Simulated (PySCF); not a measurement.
The complex [Mn(H2O)4]3+ (charge +3) contains Mn(III), shell d4. The structure is a model geometry with rigid ligands and bond lengths from ionic radii, not a minimum; coordination tetrahedral, point group D2d, metal–donor distances 1.89 Å.

Method (PySCF 2.14, density fitting): CASSCF(4,5) with orbitals averaged over all microstates of the shell, strongly contracted NEVPT2 on the averaged canonical orbitals; basis x2c-TZVPall on the metal, x2c-SVPall elsewhere; spin-free X2C; gas phase; spin-orbit coupling by state interaction with the mean-field operator over all roots.

CASSCF energies above the lowest CASSCF root:

| state | CASSCF / cm⁻¹ |
| --- | --- |
| 5B2 (from 5T2) | 0 |
| 5E (from 5T2) | 1138 |
| 5A1 (from 5E) | 5957 |
| 5B1 (from 5E) | 10456 |
| 3E (from 3T1) | 15663 |
| 3B2 (from 3T2) | 19300 |
| 3A2 (from 3T1) | 19358 |
| 3A2 (from 3T1) | 20330 |
| 3E (from 3T2) | 20758 |
| 1A1 | 21274 |
| 3E (from 3T1) | 23704 |
| 3B2 (from 3T2) | 24283 |
| 3A1 (from 3E) | 24384 |
| 3A2 (from 3T1) | 24707 |
| 1E (from 1T1) | 25240 |
| 3E | 25358 |
| 3B1 (from 3E) | 25528 |
| 3E | 27080 |
| 3E (from 3T1) | 28899 |
| 1A2 (from 1T1) | 29110 |
| 3B2 (from 3T2) | 29510 |
| 1B1 (from 1E) | 30154 |

Question: How does dynamic correlation (SC-NEVPT2) move these states?

Answer: 
```json
{"state": "5B2 (from 5T2)", "NEVPT2 / cm⁻¹": "0", "shift / cm⁻¹": "0"}
{"state": "5E (from 5T2)", "NEVPT2 / cm⁻¹": "1833", "shift / cm⁻¹": "+695"}
{"state": "5A1 (from 5E)", "NEVPT2 / cm⁻¹": "6930", "shift / cm⁻¹": "+974"}
{"state": "5B1 (from 5E)", "NEVPT2 / cm⁻¹": "13154", "shift / cm⁻¹": "+2698"}
{"state": "3E (from 3T1)", "NEVPT2 / cm⁻¹": "12470", "shift / cm⁻¹": "-3193"}
{"state": "3B2 (from 3T2)", "NEVPT2 / cm⁻¹": "17306", "shift / cm⁻¹": "-1994"}
{"state": "3A2 (from 3T1)", "NEVPT2 / cm⁻¹": "18012", "shift / cm⁻¹": "-1346"}
{"state": "3A2 (from 3T1)", "NEVPT2 / cm⁻¹": "18090", "shift / cm⁻¹": "-2240"}
{"state": "3E (from 3T2)", "NEVPT2 / cm⁻¹": "19720", "shift / cm⁻¹": "-1038"}
{"state": "1A1", "NEVPT2 / cm⁻¹": "16568", "shift / cm⁻¹": "-4705"}
{"state": "3E (from 3T1)", "NEVPT2 / cm⁻¹": "23093", "shift / cm⁻¹": "-610"}
{"state": "3B2 (from 3T2)", "NEVPT2 / cm⁻¹": "22096", "shift / cm⁻¹": "-2187"}
{"state": "3A1 (from 3E)", "NEVPT2 / cm⁻¹": "23330", "shift / cm⁻¹": "-1054"}
{"state": "3A2 (from 3T1)", "NEVPT2 / cm⁻¹": "22425", "shift / cm⁻¹": "-2282"}
{"state": "1E (from 1T1)", "NEVPT2 / cm⁻¹": "21523", "shift / cm⁻¹": "-3717"}
{"state": "3E", "NEVPT2 / cm⁻¹": "23523", "shift / cm⁻¹": "-1835"}
{"state": "3B1 (from 3E)", "NEVPT2 / cm⁻¹": "24906", "shift / cm⁻¹": "-621"}
{"state": "3E", "NEVPT2 / cm⁻¹": "25573", "shift / cm⁻¹": "-1507"}
{"state": "3E (from 3T1)", "NEVPT2 / cm⁻¹": "27593", "shift / cm⁻¹": "-1306"}
{"state": "1A2 (from 1T1)", "NEVPT2 / cm⁻¹": "27565", "shift / cm⁻¹": "-1545"}
{"state": "3B2 (from 3T2)", "NEVPT2 / cm⁻¹": "27956", "shift / cm⁻¹": "-1554"}
{"state": "1B1 (from 1E)", "NEVPT2 / cm⁻¹": "26067", "shift / cm⁻¹": "-4087"}
```

The geometry is a model, and the complex may not exist in this form. NEVPT2 lifts 5B1 (from 5E) from 10456 to 13154 cm⁻¹; on the d shell alone such lifts tend to overshoot. NEVPT2 on the d shell alone tends to put d–d bands too high for such charged or covalently bound ions. Gaps between spin states lean to high spin in this active space.
